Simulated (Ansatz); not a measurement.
`O[Si](O)(O)[O][GaH2]` and `O[SiH2]N[Si](O)(O)O` differ in one atom or group.

Ansatz, PBE0-D4/def2-TZVP geometries, multiplicity 1. Each molecule was computed in one conformer, which needn't be the lowest.

Scalar relativity is left out up to krypton.

```
                                        property  `O[Si](O)(O)[O][GaH2]`
             HOMO–LUMO gap (PBE/def2-TZVPP) / eV                    5.50
               HOMO energy (PBE/def2-TZVPP) / eV                   -6.59
size of the dipole moment (B3LYP/def2-TZVPP) / D                    1.91
             HOMO energy (B3LYP/def2-TZVPP) / eV                   -7.79
            HOMO–LUMO gap (PBE0/def2-TZVPP) / eV                    7.73
           HOMO energy (ωB97M-V/def2-TZVPP) / eV                  -10.26
```

(1) What does the change do to each property? (Best estimate.)

Answers

(1) Ansatz gave: 
```tsv
property	`O[SiH2]N[Si](O)(O)O`	shift
HOMO–LUMO gap (PBE/def2-TZVPP) / eV	5.78	0.28
HOMO energy (PBE/def2-TZVPP) / eV	-6.39	0.20
size of the dipole moment (B3LYP/def2-TZVPP) / D	2.53	0.62
HOMO energy (B3LYP/def2-TZVPP) / eV	-7.59	0.20
HOMO–LUMO gap (PBE0/def2-TZVPP) / eV	8.10	0.37
HOMO energy (ωB97M-V/def2-TZVPP) / eV	-10.20	0.06
```

With PBE0 the HOMO rises by 0.15 eV and the LUMO rises by 0.52 eV, so the gap widens by about 0.37 eV. PBE moves the HOMO by 0.20 eV and ωB97M-V by 0.06 eV. Dipoles are sizes alone; their direction can turn.

B3LYP here is the variant with VWN-RPA as its local correlation; programs differ in this.
